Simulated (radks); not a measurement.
Q: Valence configurations of Tb (all share [Xe]). Calculated with a radial shooting solver on a logarithmic mesh with Libxc functionals: Dirac Kohn-Sham, LDA (Slater exchange, Perdew-Wang correlation), spin-unpolarised, spherical densities, finite nucleus; open shells are shared between the two j in proportion to 2j + 1; Fermi nuclear charge, rms radius 5.06 fm. Order these by energy: 4f9 6s2; 4f8 5d1 6s2; 4f7 6s2 6p2; 4f9 6s1 6p1; 4f8.5 6s2 6p0.5; 4f9 5d1 6p1; 4f9 5d1 6s1; 4f8.5 6s1.5 6p1; 4f9 5d2.

A: From the lowest, in eV above it: 4f9 6s2 0.000; 4f8.5 6s2 6p0.5 1.922; 4f9 5d1 6s1 2.474; 4f9 6s1 6p1 2.705; 4f8.5 6s1.5 6p1 3.449; 4f8 5d1 6s2 4.080; 4f9 5d1 6p1 4.981; 4f9 5d2 5.050; 4f7 6s2 6p2 20.754. NIST lists [Xe] 4f9 6s2 as the ground configuration; this level of theory agrees among the configurations tried. The energies are those of spherical spin-averaged densities, not of single terms. No valid solution was reached for [Xe] 4f10 6s1.
